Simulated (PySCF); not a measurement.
**Excitation energy of Ni²⁺ by level of theory**

Ni²⁺ [Ar] 3d8 (3F) → Ni²⁺ [Ar] 3d7 4s1 (5F), as a difference of total energies. All numbers are calculated (PySCF 2.14, no relativity, point nucleus, in aug-cc-pVTZ (8s7p5d3f2g, 93 functions)). Correlated levels: valence: [Ar] frozen. The calculations carry no spin-orbit coupling.

```json
{"method": "UHF", "excitation energy (eV)": "5.650"}
{"method": "MP2 (valence)", "excitation energy (eV)": "7.274"}
{"method": "SCS-MP2 (valence)", "excitation energy (eV)": "7.437"}
{"method": "CCSD (valence)", "excitation energy (eV)": "6.964"}
{"method": "CCSD(T) (valence)", "excitation energy (eV)": "7.023"}
```

Problem. How much does correlation contribute at CCSD(T) (valence)?

Solution. 7.023 − (5.650) = 1.373 eV, measured against UHF.
